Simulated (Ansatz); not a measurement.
`C[O][Au]` → `[AuH]` + `C=O` at 400 K and 1 bar (β-hydride elimination).

Calculated with Ansatz (gas phase, PBE0-D4/def2-TZVP geometries, no zero-point term in ΔE). CCSD(T)/CBS adds triple-zeta CCSD(T) − MP2 to the extrapolated MP2 energy (def2 sets, frozen cores). This one scheme is used for every species. def2 core potentials past Kr. For Au outer-core shells are correlated without core-valence functions, which leaves a few kJ/mol of doubt a bond.

```json
{"species": "`C[O][Au]`", "CCSD(T)/CBS energy (Eh)": "-250.49639", "H − E (kJ/mol)": "126.7", "S (J/(mol·K))": "315.2"}
{"species": "`[AuH]`", "CCSD(T)/CBS energy (Eh)": "-136.10998", "H − E (kJ/mol)": "25.1", "S (J/(mol·K))": "219.8"}
{"species": "`C=O`", "CCSD(T)/CBS energy (Eh)": "-114.39408", "H − E (kJ/mol)": "83.9", "S (J/(mol·K))": "229.4"}
```

H − E and S are ideal-gas, rigid-rotor, harmonic terms from PBE0-D4/def2-TZVP. 1 Eh = 2625.50 kJ/mol, R = 8.31446 J/(mol·K).

Q: By hand: ΔE, ΔH, ΔS and ΔG.

A: ΔE = (-136.10998) + (-114.39408) − (-250.49639) = -0.00767 Eh = -20.1 kJ/mol. Δ(H − E) = 25.1 + 83.9 − 126.7 = -17.7, so ΔH = -37.8 kJ/mol. ΔS = 219.8 + 229.4 − 315.2 = 134.0 J/(mol·K). ΔG = -37.8 − 400 × (134.0)/1000 = -91.4 kJ/mol.

Q: By hand: the equilibrium constant, and the temperature at which ΔG would vanish if ΔH and ΔS stayed fixed.

A: log₁₀ K = −ΔG/(RT ln 10) = 11.9. ΔH and −TΔS have one sign here, so there is no such temperature.

The number of gas molecules changes by +1, which sets the sign of ΔS. A doubt of 5 kJ/mol in ΔE shifts log₁₀ K by 0.7 here. These are equilibria of isolated gas molecules and say nothing of rates. Largest T1 diagnostic: 0.033 (customary marks: 0.02 for closed shells, 0.045 for open ones).
